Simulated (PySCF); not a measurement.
Geometry:
```json
{"atom": "C1", "x (Å)": "2.150", "y (Å)": "0.376", "z (Å)": "-0.435"}
{"atom": "B2", "x (Å)": "0.873", "y (Å)": "0.122", "z (Å)": "0.429"}
{"atom": "F3", "x (Å)": "0.646", "y (Å)": "0.928", "z (Å)": "1.470"}
{"atom": "P4", "x (Å)": "-0.345", "y (Å)": "-1.342", "z (Å)": "0.188"}
{"atom": "Si5", "x (Å)": "-2.303", "y (Å)": "-0.236", "z (Å)": "0.329"}
{"atom": "H6", "x (Å)": "2.302", "y (Å)": "-0.343", "z (Å)": "-1.250"}
{"atom": "H7", "x (Å)": "2.096", "y (Å)": "1.390", "z (Å)": "-0.867"}
{"atom": "H8", "x (Å)": "3.040", "y (Å)": "0.369", "z (Å)": "0.217"}
{"atom": "H9", "x (Å)": "-0.251", "y (Å)": "-1.464", "z (Å)": "-1.228"}
{"atom": "H10", "x (Å)": "-3.402", "y (Å)": "-1.168", "z (Å)": "-0.066"}
{"atom": "H11", "x (Å)": "-2.372", "y (Å)": "0.977", "z (Å)": "-0.543"}
{"atom": "H12", "x (Å)": "-2.482", "y (Å)": "0.168", "z (Å)": "1.753"}
```

Geometry: PBE0-D3(BJ)/def2-SVP; GIAO shifts from PySCF 2.14, gas phase, non-relativistic, averaged over equivalent atoms.

At B3LYP/pcSseg-2 (292 basis functions, 36 s wall time on 1 thread of an Arm Neoverse V2, shared host):
| atoms | δ (ppm) |
| --- | --- |
| C1 | 10.5 |
| B2 | 72.6 |
| F3 | -4.8 |
| P4 | -238.1 |
| Si5 | -81.6 |
| H10/H11/H12 | 4.13 |
| H9 | 1.90 |
| H6/H7/H8 | 0.79 |

Chemical shifts δ = σref − σ; 13C (σref 179.19) and 29Si (σref 324.61) and 1H (σref 31.39) against TMS; BF3·OEt2 for 11B (σref 96.39); 19F (σref 169.74) vs CFCl3; H3PO4 for 31P (σref 283.32), all at this level.

What do these become at wB97X-D/pcSseg-2?

Results:


```
      atoms  δ at wB97X-D/pcSseg-2  change
         C1                   10.5    +0.0
         B2                   69.4    -3.2
         F3                    2.2    +7.0
         P4                 -255.0   -16.9
        Si5                  -81.2    +0.4
H10/H11/H12                   4.12   -0.01
         H9                   1.89   -0.01
   H6/H7/H8                   0.77   -0.02
```

References, each an isolated molecule treated in the same way: 13C (σref 184.42), 29Si (σref 340.70), 1H (σref 31.36) against TMS; 11B (σref 99.96) vs BF3·OEt2; CFCl3 for 19F (σref 186.42); 31P (σref 293.07) vs H3PO4.

The largest change is at P4 (phosphorus bonded to B, Si, H). Cost: 292 basis functions, 46 s wall time on 1 thread of an Arm Neoverse V2, shared host.

A carbon bonded to boron is broadened by the quadrupolar boron nucleus and is often missing from a measured spectrum. Unscaled 19F shifts against computed CFCl3 carry errors that often reach 10 to 50 ppm. Experimental scales use liquid or dissolved standards, which lie at an offset from isolated H3PO4.
